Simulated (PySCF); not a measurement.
Input for PySCF: R-B3LYP/6-31G* on CH2O (SMILES C=O) with ghost functions, monomers drawn apart or pushed together.

```python
from pyscf import gto, scf, dft, mp
from pyscf.data.elements import chemcore

mol = gto.M(
    atom='''
    C    -0.34760727   -0.05236463    5.37481239
    O    -0.43020017   -1.24901332    5.31369992
    H    -1.24118383    0.59538683    5.43833255
    H     0.62688306    0.46963443    5.37509971
    ghost-C   -0.54141864   -0.18690799   -0.15051109
    ghost-F   -0.44071388    1.03880306    0.51341912
    ghost-H   -0.57961257   -0.98034120    0.59481929
    ghost-H   -1.45219744   -0.17877317   -0.74912557
    ghost-H    0.33353868   -0.30306221   -0.79000988
    ''',
    basis='6-31g*',
    cart=True,
    charge=0, spin=0, verbose=3, max_memory=1800)
mf = dft.RKS(mol, xc='b3lyp')
mf.conv_tol = 1e-8
mf.max_cycle = 100
mf.kernel()
if not mf.converged:
    mf = mf.newton().run(mf.mo_coeff, mf.mo_occ)
```

The log:

```
converged SCF energy = -114.500379984833
```

Self-consistency was reached.

Cost: about 1.4 core-seconds (a rough figure).
